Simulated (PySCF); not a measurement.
## Simulated characterisation data

Computational details: GFN2-xTB geometry, J couplings at B3LYP/pcJ-1 (spin–dipole term left out of most H,H and C,H couplings), NMR shieldings at PBE0/pcSseg-1/GIAO, in PySCF 2.14.0 with density-fitted response routines (a single conformation, equivalent nuclei averaged, relativity neglected, no solvent model).

References, each an isolated molecule treated in the same way: TMS for ¹H (σ = 31.72 ppm) and ¹³C (σ = 186.93 ppm). Multiplet labels drop J under 1 Hz and among equivalent protons, and merge close values. Unscaled 3J(H,H) run several per cent high. Where no couplings were computed, multiplicities follow the n + 1 count of equivalent neighbours, and m marks all less simple cases (inequivalent or close neighbours, rings, F or P nearby). Vicinal couplings that depend on rotamer populations or ring flexing (ring, CH–CH, X–H and H–F types) are those of the one conformer. One-bond C–F couplings are unscaled and too large by tens of Hz. Shifts are as computed. Against solution values, carbons near 30 ppm lie about +3 ppm off and those near 130 ppm about +5 ppm. Of 1211 compounds with measured shifts, 218 miss one by over three times the rms of a fit or turn the order of signals round; such compounds aren't used in these exercises. Across acyclic CH2–CH2 and CH–CH2 bonds, 3J(H,H) assumes equally populated rotamers. OH and NH positions are gas-phase values without hydrogen bonding to other molecules.

Compound 1 (C$_{5}$H$_{9}$F). ¹H NMR (400 MHz, computed): δ 5.21 (q, J = 2.0 Hz, 1H), 5.02 (q, J = 1.5 Hz, 1H), 4.87 (dt, J = 53.8, 5.8 Hz, 2H), 2.22 (dt, J = 31.2, 5.8 Hz, 2H), 2.06 (td, J = 1.7, 1.0 Hz, 3H). ¹³C{¹H} NMR (computed): δ 157.6 (C, d, J = 1.5 Hz), 117.0 (CH2), 92.7 (CH2, d, J = 228.1 Hz), 43.9 (CH2, d, J = 17.5 Hz), 28.1 (CH3). Structure: `C=C(C)CCF`.

Compound 2 (C$_{5}$H$_{9}$F). ¹H NMR (400 MHz, computed): δ 5.96 (d of t of sept, J = 25.8, 3.9, 1.8 Hz, 1H), 5.31 (d of d of sept, J = 53.9, 3.9, 2.7 Hz, 2H), 1.89 (td, J = 3.0, 2.0 Hz, 3H), 1.56 (td, J = 2.3, 1.6 Hz, 3H). ¹³C{¹H} NMR (computed): δ 138.5 (C, d, J = 10.7 Hz), 132.5 (CH, d, J = 26.5 Hz), 85.5 (CH2, d, J = 217.2 Hz), 29.3 (CH3), 19.2 (CH3). Structure: `InChI=1S/C5H9F/c1-5(2)3-4-6/h3H,4H2,1-2H3`.

Compound 3 (C$_{5}$H$_{12}$O$_{2}$Si). ¹H NMR (400 MHz, computed): δ 5.88 (m, 1H), 5.86 (m, 1H), 4.98 (s, 2H), 4.78 (d, 2H), 1.90 (m, 2H), 1.51 (br s, 1H), 1.00 (t, 3H). ¹³C{¹H} NMR (computed): δ 139.9 (CH), 137.9 (CH), 61.3 (CH2), 26.4 (CH2), 15.7 (CH3). Structure: SMILES CC/C=C\CO[SiH2]O.
